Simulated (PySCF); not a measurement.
Work out the structure from these simulated measurements.

Formula: C8H6FO; charge +1.

- UV, first state: lowest singlet excitation: 4.18 eV (297 nm, f = 0.065) [TDDFT PBE0/def2-SVPD]
- Triplet: lowest triplet excitation (Tamm–Dancoff): 3.13 eV [TDA PBE0/def2-SVPD]
- Rotational structure: rotational constants A, B, C: 2.813, 0.926, 0.700 GHz [GFN2-xTB]
- 13C NMR: chemical shifts (computed TMS as zero) by class: 188.6 (1 C), 177.0 (1 C), 173.3 (1 C), 155.5 (1 C), 130.2 (1 C), 127.9 (1 C), 78.9 (1 C), 24.8 (1 C) ppm [GIAO PBE0/pcSseg-1]
- Polarisability: 91.6 au [PBE0/def2-SVPD]
- 1H NMR: chemical shifts (computed TMS as zero) by class: 8.85 (1 H), 8.05 (1 H), 8.03 (1 H), 3.25 (3 H) ppm [GIAO PBE0/pcSseg-1]
- NMR, other nuclei: isotropic shieldings of nuclei other than C and H, by class: -65 (1 O), 206 (1 F) ppm [GIAO PBE0/pcSseg-1]
- UV, strongest line: among the 6 lowest singlet transitions: S4 at 4.96 eV (250 nm, f = 0.270) [TDDFT PBE0/def2-SVPD]

The electronic properties come from PySCF, for the isolated species, density fitting. Levels stand in brackets. Geometry: GFN2-xTB; no solvent, vibrations or thermal averaging. Each NMR value is the plain mean over a class of atoms that symmetry, rotation or inversion makes alike.

Q: What is the compound? Reason from the data.

A: Numbering: `[CH3:1][c:2]1[cH:3][c:4]([F:5])[cH:6][cH:7][c:8]1[C:9]#[O+:10]`. 8 carbons fall into 8 classes; from least to most shielded: aromatic C–F carbon [C4] (188.6 ppm), substituted aromatic carbon [C2] (177.0 ppm), triply bonded carbon [C9] (173.3 ppm), aromatic CH carbon [C7] (155.5 ppm), aromatic CH carbon [C3] (130.2 ppm), aromatic CH carbon [C6] (127.9 ppm), substituted aromatic carbon [C8] (78.9 ppm), benzylic-type carbon [C1] (24.8 ppm). Hydrogen classes from least to most shielded: 1 H on an aromatic CH carbon, C7 (8.85 ppm), 1 H on an aromatic CH carbon, C6 (8.05 ppm), 1 H on an aromatic CH carbon, C3 (8.03 ppm), 3 H on a benzylic-type carbon, C1 (3.25 ppm). The other shieldings belong to: -65 ppm, oxygen bonded to C [O10]; 206 ppm, aryl fluorine [F5]. S1 is mainly HOMO→LUMO (weight 0.94); the largest Löwdin shares of the orbital it empties are 0.23 on an aromatic CH carbon, 0.17 on an aromatic CH carbon, 0.17 on a substituted aromatic carbon and 0.13 on an aromatic CH carbon, of the orbital it fills 0.20 on the triply bonded carbon, 0.15 on the aromatic C–F carbon, 0.15 on the oxygen bonded to C and 0.13 on a substituted aromatic carbon. The optimised geometry has point group Cs and is an asymmetric top. Structure: `CC1=C(C#[O+])C=CC(F)=C1`. The assignments are read from this structure; whether some other isomer fits the data as well wasn't checked.
